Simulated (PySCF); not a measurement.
## `InChI=1S/C5H4BrN/c6-5-2-1-3-7-4-5/h1-4H`

Geometry:
```json
{"atom": "Br1", "x (Å)": "2.421", "y (Å)": "0.522", "z (Å)": "-0.142"}
{"atom": "C2", "x (Å)": "0.638", "y (Å)": "-0.080", "z (Å)": "-0.087"}
{"atom": "C3", "x (Å)": "-0.417", "y (Å)": "0.827", "z (Å)": "-0.045"}
{"atom": "C4", "x (Å)": "-1.711", "y (Å)": "0.315", "z (Å)": "-0.006"}
{"atom": "C5", "x (Å)": "-1.886", "y (Å)": "-1.068", "z (Å)": "-0.010"}
{"atom": "N6", "x (Å)": "-0.872", "y (Å)": "-1.929", "z (Å)": "-0.051"}
{"atom": "C7", "x (Å)": "0.365", "y (Å)": "-1.451", "z (Å)": "-0.088"}
{"atom": "H8", "x (Å)": "-0.228", "y (Å)": "1.902", "z (Å)": "-0.043"}
{"atom": "H9", "x (Å)": "-2.574", "y (Å)": "0.984", "z (Å)": "0.028"}
{"atom": "H10", "x (Å)": "-2.893", "y (Å)": "-1.499", "z (Å)": "0.020"}
{"atom": "H11", "x (Å)": "1.187", "y (Å)": "-2.174", "z (Å)": "-0.121"}
```

Method used: quadratic response CAM-B3LYP/def2-TZVPD first hyperpolarisability, Taylor convention, gas phase in PySCF 2.14.0. Geometry: PBE0-D3(BJ)/def2-SVP.

The calculation is non-relativistic, which matters for the atoms heavier than Zn.

(1) Give the tensor of the second harmonic β(−2ω;ω,ω) at 1907 nm in the axes of these coordinates.

Results:

(1) In au, Taylor convention; rows are the first index (the induced dipole):
|  | xx | yy | zz | xy | xz | yz |
| --- | --- | --- | --- | --- | --- | --- |
| x | +52.9 | -17.9 | -27.0 | +0.5 | -3.6 | -0.8 |
| y | +0.9 | -21.5 | -26.2 | -17.0 | -0.8 | +0.8 |
| z | -3.5 | +0.8 | +2.1 | -0.8 | -26.6 | -26.3 |

Norm of βᵢ = ⅓ Σⱼ (βᵢⱼⱼ + βⱼᵢⱼ + βⱼⱼᵢ): 48.0 au, hyper-Rayleigh value 31.2 au.
